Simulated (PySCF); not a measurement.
# NMR problem set

PySCF calculation with GFN2-xTB geometry and shielding tensors at PBE0/pcSseg-1 (GIAO); no solvent, one conformer, no relativistic terms, equivalent nuclei averaged.

Shifts are taken against calculated references (same method and geometry level): 1H (σref 31.72), 13C (σref 186.93) against TMS. Splittings of carbon signals by F and P are missing where no couplings were computed. Where no couplings were computed, multiplicities follow the n + 1 count of equivalent neighbours, and m marks all less simple cases (inequivalent or close neighbours, rings, F or P nearby). Shifts are as computed. Against solution values, carbons near 30 ppm lie about +3 ppm off and those near 130 ppm about +5 ppm. Of 1313 compounds with measured shifts, 239 miss one by over three times the rms of a fit or turn the order of signals round; such compounds aren't used in these exercises.

(1) C3H3F2NO. 1H NMR (400 MHz, computed): δ 10.89 (d, 1H), 6.71 (m, 1H), 4.21 (m, 1H). 13C{1H} NMR (computed): δ 181.8 (CH), 123.3 (CH), 54.4 (CH). Give a structure.

(2) C5H4F3N. 1H NMR (400 MHz, computed): δ 7.76 (s, 1H), 4.01 (s, 3H). 13C{1H} NMR (computed): δ 144.9, 124.3, 90.9, 82.7, 53.1. Identify the compound.

Results:

(1) `FC(F)O[C@@H]1C=N1`. The formula gives 2 degrees of unsaturation (1 ring in the answer). 3 carbon signals for 3 carbons: no two carbons are equivalent. Carbon types of the structure: 3 × CH, which accounts for all hydrogens. δC 181.8: C=N carbon. δC 123.3: sp3 CH bonded to 2 F and O; 3 electronegative neighbours deshield it. δC 54.4: three-membered-ring carbon; 2 electronegative neighbours deshield it. δH 10.89: hydrogen on a C=N carbon.

The data come from this structure; uniqueness wasn't tested.

(2) `InChI=1S/C5H4F3N/c1-9-4-2-3-5(6,7)8/h4H,1H3/b9-4+`. Rings plus π bonds: 3 (no ring in the answer). 5 carbon signals for 5 carbons: no two carbons are equivalent. Carbon types of the structure: 3 × C, 1 × CH, 1 × CH3, which accounts for all hydrogens. δC 144.9: C=N carbon. δC 124.3: CF3 carbon; 3 electronegative neighbours deshield it. δC 90.9, 82.7: alkyne carbon; the triple bond shields along its axis, which puts it between sp3 and sp2 carbons. δH 4.01: hydrogen on a methyl carbon bonded to N; its carbon carries N, an electronegative neighbour.

The data come from this structure; uniqueness wasn't tested.
